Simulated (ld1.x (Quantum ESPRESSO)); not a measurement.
## krypton (Kr) TM: all-electron and pseudo phase curves

krypton (Kr), norm-conserving Troullier–Martins (Kleinman–Bylander form), made with ld1.x (Quantum ESPRESSO) 7.5 (PBE, scalar-relativistic). Core [Ar] 3d10, reference 4s2 4p6. Waves: 4p (bound): rc 1.50 bohr; 4s (bound): rc 1.05 bohr. Local part: the s channel. Core correction: a·sin(br)/r model core inside 0.85 bohr.

The phase is arctan(r·u′/u) with u = r·R(r), unwrapped; energies in Ry, scanned from -4 to 5 Ry. A pole is an energy at which the radial function vanishes at the test radius. The pseudo phase is shifted by a multiple of π to meet the all-electron one at the reference energy, and phase errors are pseudo minus all-electron; the curves can meet again beyond the range given. Levels narrower than the energy grid can be missing from the lists of poles.

| channel | radius (bohr) | reference energy (Ry) | poles, all-electron | poles, pseudo | unbroken range about the reference energy with phases within 0.05 rad | phase error 1 Ry above the reference energy (rad) |
| --- | --- | --- | --- | --- | --- | --- |
| s | 1.65 | -1.69 | 2.27 | 1.81 | below 2.8 | -0.004 |
| p | 1.65 | -0.68 | 4.36 | -1.63 | -1.1 to 0.3 | +0.052 |

Note: ghost state, extra bound levels that the all-electron valence spectrum of the same l lacks: p at -22.8 eV. A true bound ghost makes a file unfit for plane-wave use.

Phases in the p channel:

```tsv
E (Ry)	all-electron	pseudo
-4.00	1.153	4.244
-3.76	1.131	4.214
-3.52	1.105	4.180
-3.28	1.076	4.139
-3.04	1.041	4.089
-2.80	1.000	4.028
-2.56	0.950	3.949
-2.32	0.889	3.840
-2.08	0.813	3.670
-1.84	0.718	3.264
-1.60	0.597	1.365
-1.36	0.443	0.625
-1.12	0.251	0.306
-0.88	0.024	0.033
-0.64	-0.223	-0.222
-0.40	-0.460	-0.449
-0.16	-0.667	-0.639
0.08	-0.835	-0.793
0.32	-0.968	-0.916
0.56	-1.072	-1.013
0.80	-1.155	-1.091
1.04	-1.221	-1.155
1.28	-1.275	-1.208
1.52	-1.320	-1.252
1.76	-1.358	-1.290
2.00	-1.391	-1.322
2.24	-1.419	-1.349
2.48	-1.444	-1.374
2.72	-1.466	-1.395
2.96	-1.485	-1.414
3.20	-1.503	-1.432
3.44	-1.519	-1.447
3.68	-1.534	-1.461
3.92	-1.548	-1.474
4.16	-1.560	-1.486
4.40	-1.573	-1.496
4.64	-1.584	-1.506
4.88	-1.595	-1.516
```
